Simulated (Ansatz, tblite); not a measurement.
Adding an electron: the cluster Ag₂I⁺. Total charge 1; singlet. Geometry: PBE-D4/def2-TZVP. Ansatz, gas phase; energy differences of separate SCF runs; the reduced species was run as a doublet alone.

```xyz
3

Ag    1.147    1.505    0.762
Ag   -0.134   -1.992   -0.420
I    -1.013    0.487   -0.342
```

In the def2 sets Ag, I take a core potential; there is no spin–orbit coupling. The xTB rows come from tblite. The structure comes from a short search, and lower isomers may exist.

Task: Estimate orbital energies and vertical electron affinities at: GFN1-xTB; GFN2-xTB; PBE-D4/def2-TZVP; r2SCAN-D4/def2-TZVP; PBE0-D4/def2-TZVP.

Result: 
```tsv
level	−HOMO (eV)	−LUMO (eV)	vertical EA (eV)	HOMO–LUMO gap (eV)
GFN1-xTB	17.03	14.13	10.62	2.90
GFN2-xTB	16.18	12.00	9.53	4.18
PBE-D4/def2-TZVP	10.96	8.36	6.16	2.60
r2SCAN-D4/def2-TZVP	11.09	8.03	6.02	3.07
PBE0-D4/def2-TZVP	11.90	7.35	5.81	4.55
```

  Raw xTB energy differences between charge states are shifted by several eV; the methods need an empirical correction for them.
